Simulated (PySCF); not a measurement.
## Gas-phase XPS of `CCN[SiH2]S`, computed

C₂H₉NSSi.
Geometry (GFN2-xTB, Å), atoms numbered from 1 in this order:
```xyz
14
C2H9NSSi angstrom
C     -1.678   -0.742   -1.097
C     -1.036   -0.447    0.253
N      0.093    0.442    0.106
Si     1.506    0.346    1.059
S      2.858    1.815    0.262
H     -0.946   -1.178   -1.772
H     -2.504   -1.439   -0.976
H     -2.059    0.174   -1.544
H     -0.670   -1.371    0.704
H     -1.787   -0.020    0.932
H     -0.167    1.321   -0.319
H      1.417    0.707    2.471
H      2.082   -0.981    0.870
H      2.891    1.337   -0.971
```

Method: PySCF, delta-SCF UKS SCAN, pcX-2 on the ionised atom, pcseg-1 elsewhere, spin-free X2C. These are vertical core ionisation energies against the vacuum level, from separate self-consistent calculations with and without the core hole.

Task: List the computed XPS lines with their assignment.

Result: 
| atom(s) | environment | level | binding energy (eV) | 2p1/2 (eV) | above the level's lowest (eV) | count |
| --- | --- | --- | --- | --- | --- | --- |
| C1 | methyl carbon | C 1s | 290.67 | – | 0.00 | 1 |
| C2 | sp3 carbon bound to nitrogen | C 1s | 291.66 | – | +0.99 | 1 |
| N3 | silicon-bound nitrogen | N 1s | 404.39 | – | 0.00 | 1 |
| Si4 | SiH2 silicon | Si 2p3/2 | 107.11 | 107.74 | 0.00 | 1 |
| Si4 | SiH2 silicon | Si 1s | 1847.00 | – | 0.00 | 1 |
| S5 | sulfur bonded to Si and H | S 1s | 2476.82 | – | 0.00 | 1 |

The listed C 1s values span 0.99 eV, from C1 (bonded to C and 3 H) to C2 (bonded to N, C and 2 H).

Task: Which photon energy gives electrons from C 1s of C2 a kinetic energy of 50 eV, and what is their de Broglie wavelength?

Result: hν = 291.66 + 50 = 341.66 eV, recoil neglected; λ = 12.264 Å/√(E/eV) = 1.73 Å.

Not every level is listed. For 2p shells one spin-free hole was relaxed; a mean-field spin–orbit operator and the ground-state splitting of the three 2p orbitals were then diagonalised within the shell. The shell's mean is (2 × 2p3/2 + 2p1/2)/3, and the degeneracies 2j + 1 give areas of 2:1. 2p1/2 minus 2p3/2 (ligand field included): Si 0.63 eV. One conformer (not necessarily the lowest) at the GFN2-xTB geometry, without solvent, vibrations or thermal averaging.
